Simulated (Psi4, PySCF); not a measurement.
Input for Psi4:
```
memory 2 GB

molecule mol {
0 3
  Cl   -0.000000   -0.000000   -1.220093
  Cl    0.000000    0.000000    1.220093
}

set basis aug-cc-pvdz
set reference uhf
set freeze_core true
set mp2_type conv
set scf_type pk
set puream true
set d_convergence 1e-8

energy('ccsd(t)')
print_variables()
```

Q: Write the same job for PySCF.

A: This is not unique; one that fits is 
```python
from pyscf import gto, scf, cc

mol = gto.M(
    atom='''
Cl   -0.000000   -0.000000   -1.220093
Cl    0.000000    0.000000    1.220093
''',
    basis='aug-cc-pvdz',
    charge=0,
    spin=2,
    verbose=4,
)

mf = scf.UHF(mol)
mf.kernel()

mycc = cc.CCSD(mf, frozen=10)
mycc.kernel()
et = mycc.ccsd_t()
print('E(CCSD(T)) = %.10f' % (mycc.e_tot + et))
```

Both were run: Psi4 gave -919.231305 Eh and PySCF -919.231305 Eh, 0.000 mEh apart.
